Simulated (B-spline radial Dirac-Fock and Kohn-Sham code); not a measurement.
ΔSCF core binding energies without Breit or QED terms, calculated with a radial atomic solver.

A sound run for C⁴⁺, configuration 1s2: The ground state converged in 7 iterations, with total energy -32.37599 Ha, virial ratio 1.99909 and highest orbital energy -392.47 eV. ΔSCF binding energies: K (1s) 391.0 eV. Holes are computed only in closed shells, and unreliable hole states are left out.

A second run, with one unsound setting: The ground state converged in 7 iterations, with total energy -32.34318 Ha, virial ratio 2.00108 and highest orbital energy -392.08 eV. ΔSCF binding energies: K (1s) 390.6 eV. Holes are computed only in closed shells, and unreliable hole states are left out.

```
iter   energy (Ha)        error
   1      -32.06778336  6.16e-01
   2      -32.34287972  1.38e-02
   3      -32.34309384  7.22e-03
   4      -32.34315318  3.82e-03
   5      -32.34317584  2.50e-04
   6      -32.34317591  6.63e-06
   7      -32.34317591  9.74e-08
```

**Question.** Which fault fits the second run best?
A. speed of light below Z
B. nuclear radius in wrong units
C. overfilled shell
D. damping too heavy

**Answer.** B. The input had radius_factor = 100.0: radius_factor inflates the nucleus far beyond its size, which weakens the binding of the inner electrons.
